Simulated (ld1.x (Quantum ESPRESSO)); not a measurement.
# Scattering properties, ultrasoft potential for C

* Element: C
* Generator: ld1.x (Quantum ESPRESSO) 7.5
* Type: ultrasoft
* Functional: revPBE
* Relativity: scalar-relativistic
* Frozen core: [He]
* Valence charge: 4
* Reference configuration: 2s2 2p1.5 (charge +0.5)
* Partial waves: 2s (bound): rcut 1.10, rcutus 1.40 bohr; 2s channel at -1 Ry: rcut 1.10, rcutus 1.40 bohr; 2p (bound): rcut 2.95, rcutus 3.30 bohr; 2p channel at -0.4 Ry: rcut 2.95, rcutus 3.30 bohr; 3d channel at 0.1 Ry: rcut 2.35, rcutus 2.50 bohr; 3d channel at 1.05 Ry: rcut 2.35, rcutus 2.50 bohr
* Local potential: all-electron potential smoothed inside 1.55 bohr (lloc = -2)
* Core correction: Bessel-smoothed model core, default radius (core density twice the valence density)
* Augmentation charge: PSQ, inside the norm-conserving radii

The phase is arctan(r·u′/u) with u = r·R(r), unwrapped; energies in Ry, scanned from -3 to 5 Ry. A pole is an energy at which the radial function vanishes at the test radius. The pseudo phase is shifted by a multiple of π to meet the all-electron one at the reference energy, and phase errors are pseudo minus all-electron; the curves can meet again beyond the range given. Levels narrower than the energy grid can be missing from the lists of poles.

```csv
channel,radius (bohr),reference energy (Ry),"poles, all-electron","poles, pseudo",unbroken range about the reference energy with phases within 0.05 rad,phase error 1 Ry above the reference energy (rad)
s,3.59,-1.43,"-1.38, 1.56","-1.38, 1.56",the whole range,-0.000
p,3.59,-0.78,"-0.71, 1.76","-0.71, 0.78",below 0.1,-0.219
d,3.59,0.10,"1.30, 4.50","1.30, 4.62",the whole range,+0.000
```

Phases in the p channel:

```csv
E (Ry),all-electron,pseudo
-3.00,1.399,1.396
-2.52,1.381,1.377
-2.04,1.354,1.350
-1.56,1.308,1.304
-1.08,1.169,1.165
-0.60,-1.725,-1.725
-0.12,-2.000,-2.006
0.36,-2.818,-3.561
0.84,-4.312,-4.756
1.32,-4.606,-5.048
1.80,-4.721,-5.656
2.28,-4.806,-6.996
2.76,-4.921,-7.468
3.24,-5.254,-7.623
3.72,-7.081,-7.699
4.20,-7.621,-7.745
4.68,-7.745,-7.776
```
